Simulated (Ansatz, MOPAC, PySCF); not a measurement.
Complex: H2S (SMILES S) (first 3 atoms) with CHN (SMILES C#N); geometry from B3LYP-D3(BJ)/def2-TZVP, rigid monomers moved along the line of their centres of mass till H2···N5 is 4.28 Å.
(charge 0, multiplicity 1):
```xyz
6

S      0.219     0.023    -0.802
H      0.311    -0.050     0.537
H     -0.011    -1.294    -0.923
C      0.719    -0.164     5.943
N      0.618    -0.218     4.803
H      0.813    -0.113     7.004
```

Counterpoise-corrected where a basis set is named; no monomer relaxation. Rows marked so take none.

Frozen-core correlation. CBS(a, b) extrapolates the correlation energy as X⁻³ and adds the Hartree–Fock energy of set b. Rows in 3-21G, 6-31G*, STO-3G carry no dispersion term and start afresh at each structure (6-31G* with six Cartesian d functions). MP2/6-31G* freezes PySCF's default core. The state that AM1, PM6, PM7 reach isn't checked; PM7 holds dispersion and hydrogen-bond terms.

Codes used: Ansatz (Gaussian orbitals); MOPAC for AM1, PM6, PM7 (differences of heats of formation); PySCF for 3-21G rows, 6-31G* rows, STO-3G rows, the dispersion terms. Each number belongs to the level named beside it.

Other levels give for the interaction energy: PBE/def2-TZVPPD -0.51; B3LYP/def2-TZVPPD -0.45; B3LYP-D3(BJ)/def2-TZVPPD -0.53; wB97M-V/def2-TZVPPD -0.55; CCSD(T)/CBS(aug-cc-pV(D+d)Z, aug-cc-pV(T+d)Z) -0.57 kcal/mol.

What do these common cheap choices give for the same quantity: AM1, PM6, PM7, HF/STO-3G (no counterpoise), HF/3-21G (no counterpoise), HF/6-31G*, BP86/6-31G* (no counterpoise), MP2/6-31G*?

AM1 -0.49; PM6 -0.59; PM7 -0.79; HF/STO-3G (no counterpoise) -0.29; HF/3-21G (no counterpoise) -0.66; HF/6-31G* -0.57; BP86/6-31G* (no counterpoise) -0.52; MP2/6-31G* -0.63 kcal/mol. They span -0.79 to -0.29 kcal/mol.

Ansatz is an electronic-structure program.
